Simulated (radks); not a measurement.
Initial-state core-level shifts of neutral zinc when its valence configuration changes from [Ar] 3d10 4s2. All-electron calculation, scalar-relativistic Kohn-Sham, BLYP, spin-polarised, spherical densities, finite nucleus; open shells are filled with parallel spins first; Fermi nuclear charge, rms radius 3.9283 fm. Program: a radial shooting solver on a logarithmic mesh with Libxc functionals. Shifts are changes of the shell-averaged eigenvalues in eV (positive: less bound); the change of the density at the nucleus, which sets a Mossbauer isomer shift, is in e/bohr^3, on a base of 2.535e+04.

valence,1s,2s,3s,3p,density at nucleus
3d10 4p2,-3.823,-3.611,-3.818,-3.825,-18.466
3d9 4s1 4p2,-10.437,-11.091,-10.247,-10.073,-3.431
3d10 4s1 4p1,-1.966,-1.862,-1.968,-1.972,-8.417
3d9.5 4s2 4p0.5,-4.436,-4.758,-4.381,-4.303,+3.760
3d8 4s2 4p2,-18.834,-20.528,-18.063,-17.682,+16.479
3d10 4s1.5 4p0.5,-1.107,-1.052,-1.104,-1.107,-3.937
3d9 4s2 4p1,-9.024,-9.740,-8.830,-8.661,+7.749
3d10 4s0.5 4p1.5,-2.922,-2.764,-2.920,-2.926,-13.294
3d8.5 4s1.5 4p2,-14.491,-15.642,-14.060,-13.786,+5.915
